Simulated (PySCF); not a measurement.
C2H9NOSi. Atoms are numbered in the order given.

```xyz
14

Si     0.3283     0.1084    -0.4396
C      1.8934    -0.8936    -0.2799
N      0.5513     1.6996     0.1986
O     -0.8343    -0.7968     0.3634
C     -2.1605    -0.3720     0.5459
H     -0.1082     0.3154    -1.8530
H      1.7372    -1.9235    -0.6371
H      2.2076    -0.9509     0.7753
H      2.7123    -0.4389    -0.8586
H     -0.0156     2.4802    -0.1146
H      0.9012     1.8522     1.1394
H     -2.7263    -0.3569    -0.4064
H     -2.6723    -1.0670     1.2312
H     -2.2140     0.6431     0.9853
```
Charge 0, spin multiplicity 1.

Geometry optimised at B3LYP-D3(BJ)/def2-SVP. Other conformers were not sampled.

Vertical ionisation energy (IE) and electron affinity (EA) in eV. Rows of orbital energies are one-electron estimates. Where ΔSCF, EOM or ADC give a negative EA the extra electron is unbound and the value depends on the basis.

| level | IE | EA |
|---|---|---|
| −ε(HOMO), −ε(LUMO), B3LYP/def2-TZVP (PySCF) | 7.15 | -0.56 |
| −ε(HOMO), −ε(LUMO), PBE/def2-TZVP (PySCF) | 5.92 | -0.07 |
